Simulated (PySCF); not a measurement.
F4Sn, charge +1, doublet, at a GFN2-xTB geometry (such geometries of metal compounds can be far from the true shape) (a state made from the parent by changing its charge; the spin is typed, not shown lowest) (all electrons, no relativity); M062X/STO-3G run with PySCF.

PySCF was given this input:
```python
from pyscf import gto, scf, dft

mol = gto.M(
    atom='''
F    -1.10898157   -1.21887958   -1.37502320
Sn   -0.00000000    0.00000000    0.00000000
F    -1.66421717    1.27403636    0.46196203
F     0.90466965    0.21136445    1.93470780
F     1.86852910   -0.26652123   -1.02164662
''',
    basis='sto-3g',
    charge=1,
    spin=1,
    verbose=4,
)

mf = dft.UKS(mol)
mf.xc = 'm062x'
mf.kernel()
```

It wrote (shortened):

```
PySCF version 2.14.0

[INPUT] verbose = 4
[INPUT] num. atoms = 5
[INPUT] num. electrons = 85
[INPUT] charge = 1
[INPUT] spin (= nelec alpha-beta = 2S) = 1
[INPUT] symmetry False subgroup None
[INPUT] Mole.unit = angstrom
[INPUT] Symbol           X                Y                Z      unit          X                Y                Z       unit  Magmom
[INPUT]  1 F     -1.108981570000  -1.218879580000  -1.375023200000 AA   -2.095671444490  -2.303348585025  -2.598417262923 Bohr   0.0
[INPUT]  2 Sn     0.000000000000   0.000000000000   0.000000000000 AA    0.000000000000   0.000000000000   0.000000000000 Bohr   0.0
[INPUT]  3 F     -1.664217170000   1.274036360000   0.461962030000 AA   -3.144914663099   2.407579793138   0.872981716648 Bohr   0.0
[INPUT]  4 F      0.904669650000   0.211364450000   1.934707800000 AA    1.709577871706   0.399420922969   3.656067873060 Bohr   0.0
[INPUT]  5 F      1.868529100000  -0.266521230000  -1.021646620000 AA    3.531008254780  -0.503652131082  -1.930632307888 Bohr   0.0

nuclear repulsion = 519.072396588411
number of shells = 23
number of NR pGTOs = 141
number of NR cGTOs = 47
basis = sto-3g
ecp = {}

******** <class 'pyscf.dft.uks.UKS'> ********
method = UKS
initial guess = minao
damping factor = 0
level_shift factor = 0
DIIS = <class 'pyscf.scf.diis.CDIIS'>
diis_start_cycle = 1
diis_space = 8
diis_damp = 0
SCF conv_tol = 1e-09
SCF conv_tol_grad = None
SCF max_cycles = 50
direct_scf = True
direct_scf_tol = 1e-13
number electrons alpha = 43  beta = 42
XC library pyscf.dft.libxc version 7.1.2
    S. Lehtola, C. Steigemann, M. J. T. Oliveira, and M. A. L. Marques,  SoftwareX 7, 1–5 (2018)
XC functionals = m062x
    Y. Zhao and D. G. Truhlar,  Theor. Chem. Acc. 120, 215 (2008)
    Y. Zhao and D. G. Truhlar,  Theor. Chem. Acc. 120, 215 (2008)
radial grids:
    Treutler-Ahlrichs [JCP 102, 346 (1995); DOI:10.1063/1.469408] (M4) radial grids

becke partition: Becke, JCP 88, 2547 (1988); DOI:10.1063/1.454033
pruning grids: <function nwchem_prune>
grids dens level: 3
symmetrized grids: False
atomic radii adjust function: <function treutler_atomic_radii_adjust>
small_rho_cutoff = 0
Set gradient conv threshold to 3.16228e-05
tot grids = 79008
init E= -6341.61037505374

cycle= 1 E= -6358.59659336269  delta_E=  -17  |g|= 0.244  |ddm|= 2.07
cycle= 2 E= -6358.62970205415  delta_E= -0.0331  |g|= 0.157  |ddm|= 0.719
cycle= 3 E= -6358.65445983466  delta_E= -0.0248  |g|= 0.0286  |ddm|= 0.337
cycle= 4 E= -6358.65357463898  delta_E= 0.000885  |g|= 0.0466  |ddm|= 0.12
cycle= 5 E= -6358.65549016686  delta_E= -0.00192  |g|= 0.00527  |ddm|= 0.0867
cycle= 6 E= -6358.65552409588  delta_E= -3.39e-05  |g|= 0.0076  |ddm|= 0.0262
cycle= 7 E= -6358.65557779722  delta_E= -5.37e-05  |g|= 0.00324  |ddm|= 0.0147
cycle= 8 E= -6358.65562748458  delta_E= -4.97e-05  |g|= 0.00401  |ddm|= 0.0231
cycle= 9 E= -6358.65563454856  delta_E= -7.06e-06  |g|= 0.00423  |ddm|= 0.00337
cycle= 10 E= -6358.65562364244  delta_E= 1.09e-05  |g|= 0.00397  |ddm|= 0.00515
cycle= 11 E= -6358.6555913189  delta_E= 3.23e-05  |g|= 0.000795  |ddm|= 0.0392
cycle= 12 E= -6358.65559166598  delta_E= -3.47e-07  |g|= 0.000418  |ddm|= 0.0101
cycle= 13 E= -6358.65559232414  delta_E= -6.58e-07  |g|= 0.000547  |ddm|= 0.0022
cycle= 14 E= -6358.65559229543  delta_E= 2.87e-08  |g|= 0.000567  |ddm|= 0.000501
cycle= 15 E= -6358.65559208578  delta_E= 2.1e-07  |g|= 0.000474  |ddm|= 0.000801
cycle= 16 E= -6358.65559183971  delta_E= 2.46e-07  |g|= 0.000512  |ddm|= 0.000937
cycle= 17 E= -6358.65559137465  delta_E= 4.65e-07  |g|= 0.000271  |ddm|= 0.00515
cycle= 18 E= -6358.65559156558  delta_E= -1.91e-07  |g|= 0.000171  |ddm|= 0.00208
cycle= 19 E= -6358.65559160248  delta_E= -3.69e-08  |g|= 0.000163  |ddm|= 0.000322
cycle= 20 E= -6358.65559151635  delta_E= 8.61e-08  |g|= 0.00018  |ddm|= 0.000987
cycle= 21 E= -6358.6555906076  delta_E= 9.09e-07  |g|= 0.000166  |ddm|= 0.00583
cycle= 22 E= -6358.65559017434  delta_E= 4.33e-07  |g|= 0.00013  |ddm|= 0.0038
cycle= 23 E= -6358.65558983104  delta_E= 3.43e-07  |g|= 0.000103  |ddm|= 0.00525
cycle= 24 E= -6358.65558981711  delta_E= 1.39e-08  |g|= 8.45e-05  |ddm|= 0.0013
cycle= 25 E= -6358.65558981091  delta_E= 6.2e-09  |g|= 8.71e-05  |ddm|= 9.96e-05
cycle= 26 E= -6358.65558978321  delta_E= 2.77e-08  |g|= 8.99e-05  |ddm|= 0.000506
cycle= 27 E= -6358.65558972615  delta_E= 5.71e-08  |g|= 6.52e-05  |ddm|= 0.00196
cycle= 28 E= -6358.65558976994  delta_E= -4.38e-08  |g|= 5.68e-05  |ddm|= 0.000768
cycle= 29 E= -6358.65558973713  delta_E= 3.28e-08  |g|= 5.62e-05  |ddm|= 0.000566
cycle= 30 E= -6358.65558976141  delta_E= -2.43e-08  |g|= 5.7e-05  |ddm|= 0.000335
cycle= 31 E= -6358.65558969092  delta_E= 7.05e-08  |g|= 6.97e-05  |ddm|= 0.0011
cycle= 32 E= -6358.65558948947  delta_E= 2.01e-07  |g|= 5.12e-05  |ddm|= 0.00289
cycle= 33 E= -6358.65558930204  delta_E= 1.87e-07  |g|= 5.27e-05  |ddm|= 0.00317
cycle= 34 E= -6358.65558932425  delta_E= -2.22e-08  |g|= 5.82e-05  |ddm|= 0.00102
cycle= 35 E= -6358.65558940338  delta_E= -7.91e-08  |g|= 5.17e-05  |ddm|= 0.00168
cycle= 36 E= -6358.65558921967  delta_E= 1.84e-07  |g|= 7.54e-05  |ddm|= 0.00378
cycle= 37 E= -6358.6555892107  delta_E= 8.97e-09  |g|= 6.02e-05  |ddm|= 0.000846
cycle= 38 E= -6358.65558928736  delta_E= -7.67e-08  |g|= 5.73e-05  |ddm|= 0.00163
cycle= 39 E= -6358.6555892335  delta_E= 5.39e-08  |g|= 4.51e-05  |ddm|= 0.00106
cycle= 40 E= -6358.65558924706  delta_E= -1.36e-08  |g|= 4.97e-05  |ddm|= 0.000395
cycle= 41 E= -6358.6555891798  delta_E= 6.73e-08  |g|= 6.61e-05  |ddm|= 0.00166
cycle= 42 E= -6358.65558918486  delta_E= -5.05e-09  |g|= 6.55e-05  |ddm|= 0.000164
cycle= 43 E= -6358.65558917569  delta_E= 9.17e-09  |g|= 6.47e-05  |ddm|= 0.000295
cycle= 44 E= -6358.6555892195  delta_E= -4.38e-08  |g|= 5.85e-05  |ddm|= 0.00115
cycle= 45 E= -6358.65558912781  delta_E= 9.17e-08  |g|= 7.1e-05  |ddm|= 0.0021
cycle= 46 E= -6358.65558898804  delta_E= 1.4e-07  |g|= 5.08e-05  |ddm|= 0.00402
cycle= 47 E= -6358.65558903129  delta_E= -4.33e-08  |g|= 4.65e-05  |ddm|= 0.0015
cycle= 48 E= -6358.65558896993  delta_E= 6.14e-08  |g|= 6.38e-05  |ddm|= 0.00198
cycle= 49 E= -6358.65558891207  delta_E= 5.79e-08  |g|= 4.3e-05  |ddm|= 0.00266
cycle= 50 E= -6358.65558890901  delta_E= 3.06e-09  |g|= 3.64e-05  |ddm|= 0.000909
SCF not converged.
SCF energy = -6358.65558890901 after 50 cycles  <S^2> = 0.75986813  2S+1 = 2.0098439
```

Convergence was not reached.
